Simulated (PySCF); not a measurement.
## Partial charges of methyl(difluoro)silyl chloride

Methyl(difluoro)silyl chloride, CH₃ClF₂Si.
Z-matrix (Å and degrees, PBE0-D3(BJ)/def2-SVP geometry), rows numbered from 1:
```
C 
Si  1  1.8356
F   2  1.6089  1  111.45
F   2  1.6088  1  110.91  3  -118.23
Cl  2  2.0398  1  112.30  3   120.86
H   1  1.0997  2  110.57  3   -62.92
H   1  1.1001  2  110.16  3   177.24
H   1  1.1004  2  110.31  3    57.37
```

Density: PBE0/pcSseg-1 (PySCF); schemes: Mulliken, IAO, Hirshfeld and ESP-fitted. Isolated species at its PBE0-D3(BJ)/def2-SVP geometry, gas phase.

Question: Give the atomic charges in each scheme.

Answer: In e:

| atom | environment | Mulliken | IAO | Hirshfeld | ESP-fitted |
| --- | --- | --- | --- | --- | --- |
| C1 | Si-methyl carbon | -0.664 | -0.773 | -0.207 | -0.679 |
| Si2 | fluorine-bound silicon | +1.278 | +1.573 | +0.528 | +0.863 |
| F3 | silicon-bound fluorine | -0.399 | -0.517 | -0.196 | -0.284 |
| F4 | silicon-bound fluorine | -0.400 | -0.517 | -0.196 | -0.284 |
| Cl5 | silicon-bound chlorine | -0.320 | -0.301 | -0.114 | -0.203 |
| H6 | methyl hydrogen | +0.168 | +0.179 | +0.060 | +0.185 |
| H7 | methyl hydrogen | +0.168 | +0.179 | +0.061 | +0.185 |
| H8 | methyl hydrogen | +0.169 | +0.178 | +0.063 | +0.217 |

Mean size of the charges over all atoms: IAO 0.527 e, Mulliken 0.446 e, ESP-fitted 0.362 e, Hirshfeld 0.178 e. Each set sums to the total charge, 0, to within 0.001 e. The ESP scheme fits charges at the nuclei, held to the total charge, to the electrostatic potential on points at 1.4 to 2.0 times the van der Waals radii. The Mulliken scheme gives each basis function's population to the atom it is centred on and halves the overlap population of two atoms between them.

Lowest charge. All schemes agree: Mulliken C1 (-0.664); IAO C1 (-0.773); Hirshfeld C1 (-0.207); ESP-fitted C1 (-0.679).

Highest charge. All schemes agree: Mulliken Si2 (+1.278); IAO Si2 (+1.573); Hirshfeld Si2 (+0.528); ESP-fitted Si2 (+0.863).

Question: How closely do the schemes follow one another over all atoms?

Answer: Correlation coefficient and root-mean-square difference: Mulliken with IAO 1.00, 0.127 e; IAO with Hirshfeld 1.00, 0.461 e; Mulliken with Hirshfeld 0.99, 0.341 e; Mulliken with ESP-fitted 0.98, 0.164 e; IAO with ESP-fitted 0.97, 0.281 e; Hirshfeld with ESP-fitted 0.96, 0.227 e.

Question: Sum the charges by element, for elements with more than one atom.

Answer: 
| element | atoms | Mulliken | IAO | Hirshfeld | ESP-fitted |
| --- | --- | --- | --- | --- | --- |
| F | 2 | -0.799 | -1.035 | -0.392 | -0.568 |
| H | 3 | +0.505 | +0.536 | +0.184 | +0.587 |

Question: How many electrons does the IAO scheme count on Si2?

Answer: Z − q = 14 − (+1.573) ≈ 12.426.
